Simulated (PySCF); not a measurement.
**TcS3 at several levels of theory**

All levels use the PBE0 minimum (doublet; Tc–S 2.081 Å (×3); S–Tc–S 115.9° (×3)), basis [Tc def2-SVP with ECP28, S def2-SVP], scalar-relativistic core potentials, density fitting, no spin–orbit coupling, PySCF. For vertical energies the ionised species is a triplet (spins chosen at PBE0 and kept) and the electron-attached one a singlet. Atomisation goes to high-spin ground-configuration atoms, without zero-point energy. Open shells are unrestricted, also as the reference of the correlated levels. A dash marks a value that was not computed or is not defined at that level.

```csv
level,atomisation (kJ/mol),vertical IP (eV),vertical EA (eV),−ε(HOMO) (eV),dipole (D)
PBE0,1198,9.41,2.88,7.40,0.91
HF,127,8.41,2.76,9.71,1.25
MP2,–,10.48,2.03,–,–
PBE,1417,9.16,2.63,6.35,0.80
B3LYP,1188,9.29,2.85,7.10,0.89
r2SCAN,–,9.40,2.76,6.66,0.92
TPSSh,1273,9.35,2.82,6.91,0.95
BP86,–,9.27,2.75,6.45,0.80
M06-2X,1077,9.57,2.98,8.38,0.86
```

Spin contamination in at least one species weakens the values at: HF, MP2.

Without diffuse functions attachment energies tend to come out too low.

Open d and f shells are described by one determinant, and the ground state may have another occupation or spin.
